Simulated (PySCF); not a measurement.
**How methods differ on the ionisation energy of Ho(41+)**

Ho(41+) [Ar] 3d8 [3d3/2^4 3d5/2^4, M_J = 4] → Ho(42+) [Ar] 3d7 [3d3/2^4 3d5/2^3, M_J = 9/2], as a difference of total energies. All numbers are calculated (PySCF 2.14, the two-component X2C-1e Hamiltonian, in an even-tempered Gaussian basis (16 s from 8.9 bohr⁻², ratio 2.8; 12 p from 12 bohr⁻², ratio 2.8; 8 d from 12 bohr⁻², ratio 2.8; 3 f from 43 bohr⁻², ratio 3)). Correlated levels: [Ne] frozen; the 74 highest virtual spinors dropped. "Screened" scales the spin-orbit matrix elements by Boettger's factors to mimic the two-electron term; Breit and QED terms are absent.

| method | ionisation energy (eV) |
| --- | --- |
| GHF (spin-free) | 3253.8 |
| GMP2 (spin-free) | 3255.0 |
| GHF (screened spin-orbit) | 3239.3 |
| GMP2 (screened spin-orbit) | 3240.4 |

Breit and QED terms and the two-electron picture change are absent.

The spin-free rows relax to the high-spin LS determinant and lack the spin-orbit shift.

The labels give the starting determinants; with spin-orbit coupling the two ends relaxed to ⟨J²⟩ = 20.00, ⟨L²⟩ = 12.93, ⟨S²⟩ = 1.82 and ⟨J²⟩ = 24.75, ⟨L²⟩ = 15.49, ⟨S²⟩ = 2.65.

For comparison: 3238 ± 4 eV (theoretical estimate listed by NIST; NIST Atomic Spectra Database, ionization energies).
